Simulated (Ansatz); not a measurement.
Z-matrix (Å, degrees):
```
C
Si 1 1.884
O 1 1.420 2 111.5
H 1 1.094 2 109.9 3 117.9
H 1 1.099 2 110.2 3 -124.9
O 2 1.761 1 108.6 3 67.0
B 2 1.904 1 124.2 3 111.8
H 2 1.484 1 110.8 3 -53.8
H 3 0.961 1 108.5 2 -60.0
H 7 1.190 2 165.9 1 99.4
```

Charge 0, multiplicity 1.

Problem. List the r2SCAN/def2-TZVPP orbital energies in eV (Ansatz). (Best estimate.)

Solution. Computed: Occupied: -1791.39, -516.58, -516.17, -274.44, -181.43, -141.83, -96.78, -96.65, -96.63, -27.24, -27.08, -18.00, -13.80, -12.91, -12.71, -11.42, -11.13, -10.40, -9.97, -9.20, -8.34, -6.78, -5.94. Lowest empty: -1.76, -1.25, 0.62, 1.10, 1.75, 2.09, 2.54, 2.63.
